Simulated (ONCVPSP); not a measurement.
# An all-electron radial function and its pseudo partner (Mo (Z = 42))

Columns: radius, all-electron u(r) and pseudo u(r) of the 4s shell (level -64.35 eV) of molybdenum in the configuration [Ar] 3d10 4s2 4p6 4d5 5s1; PBE, scalar-relativistic, ONCV scheme, ONCVPSP 4.0.1.

| r (bohr) | all-electron | pseudo |
| --- | --- | --- |
| 0.108 | 0.3789 | 0.1802 |
| 0.215 | -0.2469 | 0.3520 |
| 0.322 | -0.5961 | 0.5111 |
| 0.430 | -0.3574 | 0.6530 |
| 0.538 | 0.1127 | 0.7715 |
| 0.645 | 0.5510 | 0.8623 |
| 0.752 | 0.8634 | 0.9240 |
| 0.860 | 1.0411 | 0.9562 |
| 0.968 | 1.1034 | 0.9588 |
| 1.075 | 1.0836 | 0.9349 |
| 1.182 | 1.0128 | 0.8883 |
| 1.290 | 0.9133 | 0.8234 |
| 1.398 | 0.8028 | 0.7458 |
| 1.505 | 0.6933 | 0.6619 |
| 1.612 | 0.5903 | 0.5758 |
| 1.720 | 0.4962 | 0.4911 |
| 1.828 | 0.4134 | 0.4122 |
| 1.935 | 0.3426 | 0.3424 |
| 2.042 | 0.2823 | 0.2822 |
| 2.150 | 0.2311 | 0.2311 |
| 2.258 | 0.1885 | 0.1884 |
| 2.365 | 0.1535 | 0.1535 |
| 2.472 | 0.1247 | 0.1246 |
| 2.580 | 0.1008 | 0.1008 |
| 2.688 | 0.0814 | 0.0814 |
| 2.795 | 0.0657 | 0.0657 |

(1) How many radial nodes do the two functions have?

(2) At about which radius was the pseudo-wave matched?

(3) Is the pseudo-wave norm-conserving?

Results:

(1) The all-electron 4s function has n − l − 1 = 3 (the table is too coarse to show those close to the nucleus); the pseudo-wave has 0, since the states of the same l below it are removed with the core.

(2) 2.05 bohr. The columns agree to 0.0005 from 1.94 bohr on; several derivatives are matched, so the curves merge somewhat inside the radius.

(3) Yes: the ONCV scheme keeps the norm inside the radius equal to the all-electron one, which fixes the energy derivative of the logarithmic derivative at the level.
